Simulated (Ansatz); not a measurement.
`[OH][SnH2][Cl]` + NH₃ → `[NH2][SnH2][OH]` + HCl at 500 K and 1 bar (ligand exchange at the Sn–Cl bond).

Computed with Ansatz on PBE0-D4/def2-TZVP structures; ΔE is electronic, products minus reactants. CCSD(T)/CBS is the MP2 limit (def2-TZVPP, def2-QZVPP) plus CCSD(T) − MP2 in def2-TZVPP, frozen cores. This one scheme is used for every species. def2 core potentials past Kr. For Sn outer-core shells are correlated without core-valence functions, which leaves a few kJ/mol of doubt a bond. Each species was taken in one conformer, which may not be the lowest.

| species | CCSD(T)/CBS energy (Eh) | H − E (kJ/mol) | S (J/(mol·K)) |
| --- | --- | --- | --- |
| `[OH][SnH2][Cl]` | -750.83217 | 108.4 | 367.0 |
| NH₃ | -56.50880 | 108.2 | 211.8 |
| `[NH2][SnH2][OH]` | -346.92092 | 176.4 | 389.3 |
| HCl | -460.38127 | 32.5 | 201.9 |

H − E and S are ideal-gas, rigid-rotor, harmonic terms from PBE0-D4/def2-TZVP, for one conformer and one mirror image of each species. 1 Eh = 2625.50 kJ/mol, R = 8.31446 J/(mol·K).

Q: By hand: ΔE, ΔH, ΔS and ΔG.

A: ΔE = (-346.92092) + (-460.38127) − (-750.83217) − (-56.50880) = 0.03878 Eh = 101.8 kJ/mol. Δ(H − E) = 176.4 + 32.5 − 108.4 − 108.2 = -7.7, so ΔH = 94.1 kJ/mol. ΔS = 389.3 + 201.9 − 367.0 − 211.8 = 12.4 J/(mol·K). ΔG = 94.1 − 500 × (12.4)/1000 = 87.9 kJ/mol.

Q: By hand: the equilibrium constant, and the temperature at which ΔG would vanish if ΔH and ΔS stayed fixed.

A: log₁₀ K = −ΔG/(RT ln 10) = -9.2. ΔG = 0 at ΔH/ΔS = 7589 K, far beyond where these terms or the molecules hold.

The number of gas molecules stays the same, so ΔS is small and ΔH decides. A doubt of 5 kJ/mol in ΔE shifts log₁₀ K by 0.5 here. Other conformers and mirror images would add mixing entropy, several J/(mol·K) or more a flexible species. Modes under 60 cm⁻¹, often nearly free rotors, make the harmonic entropy too high. These are equilibria of isolated gas molecules and say nothing of rates. Largest T1 diagnostic: 0.013 (customary marks: 0.02 for closed shells, 0.045 for open ones).
